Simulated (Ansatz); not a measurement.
The cluster Rb2Cl2. Charge 0, multiplicity 5. Geometry B3LYP-D4/def2-TZVP; atoms count from 1.

```xyz
4

Rb   -2.2299    1.7180   -0.1051
Rb    2.2287   -1.7194    0.1072
Cl   -1.5470   -2.1441   -2.2248
Cl    1.5482    2.1455    2.2226
```

In the def2 sets Rb takes a core potential; there is no spin–orbit coupling. In the quintet geometry the species has come apart into loosely held pieces. At PBE0-D4/def2-TZVP a singlet of charge 0 lies 9.81 eV below the quintet, each at its own geometry. The structure comes from a short search, and lower isomers may exist.

Question: Estimate the Mulliken populations from the PBE0/def2-TZVP orbitals of Ansatz.

Answer: 
```
atom  charge (e)  spin (α − β)
 Rb1       -0.04          1.00
 Rb2       -0.04          1.00
 Cl3        0.04          1.00
 Cl4        0.04          1.00
```
Mulliken values and Mayer orders depend strongly on the basis.

Question: Where does the spin sit?

Answer: Summed by element: Rb 1.99, Cl 2.01, of 4 unpaired in all. Largest on single atoms: Cl3 1.00, Cl4 1.00, Rb1 1.00.
